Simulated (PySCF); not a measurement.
Structure with atom numbers: `[CH2:1]=[CH:2]/[CH:3]=[CH:4]\[CH:5]=[CH:6]/[C:7]([Cl:8])([Cl:9])[Cl:10]`. Each H is labelled by its parent atom. Ha(C1) is cis to C3; Hb(C1) is trans to C3.

- coordinates at the GFN2-xTB level
- GIAO PBE0/pcSseg-1 shieldings
- code: PySCF
- no solvent, relativity neglected, averaged over atoms made equivalent by symmetry, fast rotation or ring inversion, single conformer

Task: Predict the 2D correlation tables (HSQC, COSY, HMBC).

Result: 

HSQC (one-bond C–H):
```tsv
δH	δC
7.39 (H(C4))	132.1 (C4)
7.19 (H(C2))	138.3 (C2)
6.88 (H(C5))	136.9 (C5)
6.58 (H(C3))	144.3 (C3)
6.48 (H(C6))	141.9 (C6)
5.84 (Ha(C1))	132.1 (C1)
5.82 (Hb(C1))	132.1 (C1)
```

COSY cross peaks (H two or three bonds apart, from the bond graph; peaks can be absent where the dihedral angle is near 90°):
```tsv
δH	δH
7.39 (H(C4))	6.88 (H(C5))
7.39 (H(C4))	6.58 (H(C3))
7.19 (H(C2))	6.58 (H(C3))
7.19 (H(C2))	5.84 (Ha(C1))
7.19 (H(C2))	5.82 (Hb(C1))
6.88 (H(C5))	6.48 (H(C6))
5.84 (Ha(C1))	5.82 (Hb(C1))
```

HMBC (two and three bonds, from the bond graph):
```tsv
δH	δC
7.39 (H(C4))	144.3 (C3), 141.9 (C6), 138.3 (C2), 136.9 (C5)
7.19 (H(C2))	144.3 (C3), 132.1 (C4), 132.1 (C1)
6.88 (H(C5))	144.3 (C3), 141.9 (C6), 132.1 (C4), 117.1 (C7)
6.58 (H(C3))	138.3 (C2), 136.9 (C5), 132.1 (C4), 132.1 (C1)
6.48 (H(C6))	136.9 (C5), 132.1 (C4), 117.1 (C7)
5.84 (Ha(C1))	144.3 (C3), 138.3 (C2)
5.82 (Hb(C1))	144.3 (C3), 138.3 (C2)
```

δ = σ(ref) − σ, references computed at the same level: TMS for ¹H (σ = 31.72 ppm) and ¹³C (σ = 186.93 ppm).

Short H···H contacts in this conformer between protons four or more bonds apart (candidates for NOE cross peaks, intensity ∝ r⁻⁶): H(C2)···H(C5) 2.10 Å, Ha(C1)···H(C3) 2.41 Å.

Carbons that carry Cl, above all several Cl atoms, come out too deshielded, partly because spin–orbit coupling is missing. Shifts are as computed. Against solution values, carbons near 30 ppm lie about +3 ppm off and those near 130 ppm about +5 ppm; carbons on Cl a further +6 ppm. Of 1211 compounds with measured shifts, 218 miss one by over three times the rms of a fit or turn the order of signals round; such compounds aren't used in these exercises.
